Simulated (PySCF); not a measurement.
A side-by-side comparison of computed properties.

First species: C₆H₁₀O₂S.
InChI=1S/C6H10O2S/c7-9(8)5-1-2-6(9)4-3-5/h5-6H,1-4H2/t5-,6+

Second species: C6H14NPS.
Atom-mapped SMILES: `[CH3:1][N:2]=[P:3]1([CH3:4])[CH2:5][CH2:6][S:7][CH2:8][CH2:9]1` (hydrogens: H10, H11, H12 on C1; H13, H14, H15 on C4; H16, H17 on C5; H18, H19 on C6; H20, H21 on C8; H22, H23 on C9)

Levels: PBE0/pcSseg-1 for HOMO energy, LUMO energy and HOMO–LUMO gap. Geometries: GFN2-xTB. Each structure is a single optimised conformer of the isolated species, non-relativistic unless stated; the electronic structure was computed with PySCF and density fitting.

Values for the first species:

```
HOMO energy   : -7.70 eV
LUMO energy   : 0.91 eV
HOMO–LUMO gap : 8.61 eV
```

**Question.** Estimate the same properties for the second species, and the change in each.

**Answer.** 
```
     property     first    second  second less first
  HOMO energy  -7.70 eV  -5.90 eV           +1.80 eV
  LUMO energy   0.91 eV   0.93 eV           +0.02 eV
HOMO–LUMO gap   8.61 eV   6.83 eV           -1.78 eV
```

